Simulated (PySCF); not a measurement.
B3N3Cl3H3, optimised at PBE0/def2-TZVP:

```xyz
12

Cl    -1.7831    -2.5248    -0.8735
B     -0.8032    -1.1313    -0.3967
N     -1.4092     0.1261    -0.1313
B     -0.6375     1.2556     0.2527
Cl    -1.4126     2.8121     0.5786
N      0.7708     1.1070     0.3692
B      1.4097    -0.1356     0.1113
Cl     3.1647    -0.2986     0.2624
N      0.6075    -1.2444    -0.2706
H     -2.4084     0.2189    -0.2172
H      1.3287     1.9003     0.6407
H      1.0488    -2.1305    -0.4561
```

Computed with PySCF (xtb for GFN2) and rigid-rotor harmonic-oscillator thermochemistry at 1 bar. 6-31G* has spherical d functions here. All species are closed-shell singlets. B3LYP is the form with VWN-RPA correlation.

Q: List the harmonic frequencies (cm⁻¹, unscaled) at this level and at the other levels, each on its own geometry.

A: 
- PBE0/def2-TZVP: 94, 143, 143, 165, 165, 356, 374, 374, 383, 560, 560, 664, 685, 685, 723, 757, 757, 869, 1059, 1059, 1158, 1249, 1312, 1378, 1378, 1488, 1488, 3653, 3653, 3654
- B3LYP/6-31G*: 94, 144, 144, 165, 165, 352, 376, 376, 388, 555, 555, 661, 686, 686, 734, 748, 748, 870, 1051, 1051, 1143, 1244, 1310, 1377, 1377, 1490, 1490, 3610, 3610, 3611
- GFN2-xTB: 92, 131, 131, 155, 155, 328, 341, 341, 350, 470, 470, 561, 696, 696, 714, 714, 723, 811, 1021, 1021, 1043, 1185, 1228, 1284, 1284, 1376, 1376, 3455, 3455, 3455
- HF/6-31G*: 97, 148, 148, 176, 176, 371, 398, 398, 414, 591, 591, 713, 735, 735, 786, 788, 788, 929, 1119, 1119, 1208, 1326, 1415, 1465, 1465, 1597, 1597, 3846, 3846, 3847
- PBE/def2-SVP: 95, 142, 142, 162, 162, 347, 365, 365, 378, 540, 540, 637, 663, 663, 704, 740, 740, 843, 1015, 1015, 1129, 1175, 1286, 1327, 1327, 1450, 1450, 3558, 3558, 3558
